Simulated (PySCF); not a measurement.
## Worked example: entropy of an ideal gas

Si(F)(Cl)(Br)(NH2) (BrClFH₂NSi), SMILES N[Si](F)(Cl)Br.

Geometry optimised at ωB97X-D3(BJ)/def2-SVP. This is a generated structure with no PubChem entry under its InChIKey; it may be hypothetical. One conformer was computed; it need not be the lowest.

ωB97X-D3(BJ)/def2-SVP run with PySCF gives the harmonic wavenumbers 118, 137, 243, 244, 259, 282, 301, 456, 592, 817, 875, 985, 1530, 3637, 3744 cm⁻¹ and the rotational temperatures 0.1306, 0.0589, 0.0530 K. The molar mass is 178.46 g/mol, the symmetry number 1, the spin multiplicity 1.

Question: Work out the entropy at 298.15 K and 1 atm in the rigid-rotor, harmonic-oscillator model.

Answer: 
Translation (Sackur–Tetrode at 1 atm): S = R[1.5 ln M + 2.5 ln T − 1.16487] = 173.4 J/(mol K).
Rotation: q = (√π/σ) T^1.5/√(θA θB θC) = 452000, S = R[ln q + 3/2] = 120.7 J/(mol K).
Vibration: with u = 1.4388 ν/T, each mode gives R[u/(e^u − 1) − ln(1 − e^−u)]:
```tsv
ν (cm⁻¹)	modes	u	S (J/(mol K))
118	1	0.57	13.11
137	1	0.66	11.90
243	1	1.17	7.45
244	1	1.18	7.42
259	1	1.25	6.98
282	1	1.36	6.37
301	1	1.45	5.91
456	1	2.20	3.25
592	1	2.86	1.94
817	1	3.94	0.81
875	1	4.22	0.65
985	1	4.75	0.42
1530	1	7.38	0.04
```
The stiffer modes add less than 0.005 each. Sum 66.2 J/(mol K).
Spin: R ln 1 = 0.0 J/(mol K).
Total 360.4 J/(mol K); the program's own thermochemistry gives 360.4. Translation makes up 48 % and vibration 18 %. Anharmonicity, hindered rotation and orbital degeneracy are left out.
